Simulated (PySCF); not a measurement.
Isomers of C2H5NOSi.

All values: PBE0/pcSseg-1 (PySCF) at PBE0-D3(BJ)/def2-SVP geometries, gas phase, one conformer each.

(1) Rank by HOMO–LUMO gap, highest first.
A. `[H]/[N:1]=[CH:2]\[SiH2:3][CH:4]=[O:5]` with N1–C2–Si3–C4 -116°, C2–Si3–C4–O5 116°
B. `[CH3:1][O:2][SiH2:3][C:4]#[N:5]` with C1–O2–Si3–C4 60°
C. `[SiH3:1][O:2][C@H:3]1[CH:4]=[N:5]1` with Si1–O2–C3–C4 -43°
D. `[CH3:1][Si@H:2]([OH:3])[C:4]#[N:5]` with C1–Si2–O3–H -178°

(2) Rank by the lowest Hirshfeld charge on any atom, lowest value first.
A. `[SiH3:1][O:2][C@H:3]1[CH:4]=[N:5]1` with Si1–O2–C3–C4 -43°
B. `[H]/[N:1]=[CH:2]\[SiH2:3][CH:4]=[O:5]` with N1–C2–Si3–C4 -116°, C2–Si3–C4–O5 116°
C. `[CH3:1][Si@H:2]([OH:3])[C:4]#[N:5]` with C1–Si2–O3–H -178°

(3) Rank by the lowest IAO charge on any atom, highest value first.
A. `[SiH3:1][O:2][C@H:3]1[CH:4]=[N:5]1` with Si1–O2–C3–C4 -43°
B. `[CH3:1][Si@H:2]([OH:3])[C:4]#[N:5]` with C1–Si2–O3–H -178°
C. `[H]/[N:1]=[CH:2]\[SiH2:3][CH:4]=[O:5]` with N1–C2–Si3–C4 -116°, C2–Si3–C4–O5 116°

Results:

(1) D (8.66 eV), B (7.97 eV), C (6.44 eV), A (5.17 eV).

(2) C (-0.300 e), A (-0.230 e), B (-0.204 e).

(3) C (-0.371 e), A (-0.618 e), B (-0.774 e).

All values together:

```json
{"SMILES": "C[Si@H](O)C#N", "μ (D)": "3.22", "HOMO (eV)": "-9.32", "LUMO (eV)": "-0.67", "lowest IAO charge (e)": "-0.774 (O)", "highest IAO charge (e)": "+1.154 (Si)", "lowest Hirshfeld charge (e)": "-0.300 (O)", "highest Hirshfeld charge (e)": "+0.465 (Si)"}
{"SMILES": "[SiH3]O[C@H]1C=N1", "μ (D)": "1.87", "HOMO (eV)": "-7.37", "LUMO (eV)": "-0.93", "lowest IAO charge (e)": "-0.618 (O)", "highest IAO charge (e)": "+0.820 (Si)", "lowest Hirshfeld charge (e)": "-0.230 (O)", "highest Hirshfeld charge (e)": "+0.373 (Si)"}
{"SMILES": "CO[SiH2]C#N", "μ (D)": "3.18", "HOMO (eV)": "-8.90", "LUMO (eV)": "-0.93", "lowest IAO charge (e)": "-0.625 (O)", "highest IAO charge (e)": "+1.001 (Si)", "lowest Hirshfeld charge (e)": "-0.224 (O)", "highest Hirshfeld charge (e)": "+0.451 (Si)"}
{"SMILES": "[H]/N=C\\[SiH2]C=O", "μ (D)": "2.06", "HOMO (eV)": "-7.11", "LUMO (eV)": "-1.95", "lowest IAO charge (e)": "-0.371 (N)", "highest IAO charge (e)": "+0.648 (Si)", "lowest Hirshfeld charge (e)": "-0.204 (N/O)", "highest Hirshfeld charge (e)": "+0.335 (Si)"}
```

Conformers: `[CH3:1][Si@H:2]([OH:3])[C:4]#[N:5]` with C1–Si2–O3–H -178°; `[SiH3:1][O:2][C@H:3]1[CH:4]=[N:5]1` with Si1–O2–C3–C4 -43°; `[CH3:1][O:2][SiH2:3][C:4]#[N:5]` with C1–O2–Si3–C4 60°; `[H]/[N:1]=[CH:2]\[SiH2:3][CH:4]=[O:5]` with N1–C2–Si3–C4 -116°, C2–Si3–C4–O5 116°.
